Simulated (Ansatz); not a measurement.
Relaxation of H$_{4}$O$_{2}$Zn (7 atoms, charge 0, multiplicity 1), to a largest force component of 0.03 eV/Å in at most 50 steps.

The calculation used RKS r2SCAN/def2-SVP in Ansatz.

```xyz
7
Properties=species:S:1:pos:R:3
Zn 0.295 -0.640 -0.451
O 0.120 -1.159 1.305
O 0.410 -0.352 -2.186
H -0.817 0.903 1.118
H -0.991 1.528 0.839
H 0.858 -0.811 1.830
H 0.125 0.531 -2.456
```

Q: Where does it end, and by what steps?

A: The run converged. The force dipped under the threshold on the way, but the program's further checks kept it going. After 12 steps the energy has fallen by 0.143 eV; H5 moved furthest, 0.76 Å.

| step | energy less start (eV) | largest force component (eV/Å) | accepted |
| --- | --- | --- | --- |
| 0 | 0.0000 | 2.247 | yes |
| 1 | -0.1130 | 0.657 | yes |
| 2 | -0.1257 | 0.459 | yes |
| 3 | -0.1318 | 0.339 | yes |
| 4 | -0.1353 | 0.176 | yes |
| 5 | -0.1395 | 0.019 | yes |
| 6 | -0.1409 | 0.149 | yes |
| 7 | -0.1418 | 0.114 | yes |
| 8 | -0.1427 | 0.023 | yes |
| 9 | -0.1432 | 0.055 | yes |
| 10 | -0.1433 | 0.055 | yes |
| 11 | -0.1435 | 0.031 | yes |
| 12 | -0.1435 | 0.012 | yes |

```xyz
7
Properties=species:S:1:pos:R:3
Zn 0.395 -0.724 -0.624
O 0.094 -1.072 1.083
O 0.658 -0.561 -2.357
H -0.950 1.062 1.439
H -1.189 1.782 1.523
H 0.759 -0.703 1.679
H 0.233 0.215 -2.744
```

Whether the end is a true minimum wasn't checked by a vibrational analysis.

Time of the run: 29 s on 2 threads of Arm Neoverse V1, with other jobs on the host, peak memory 0.16 GiB.
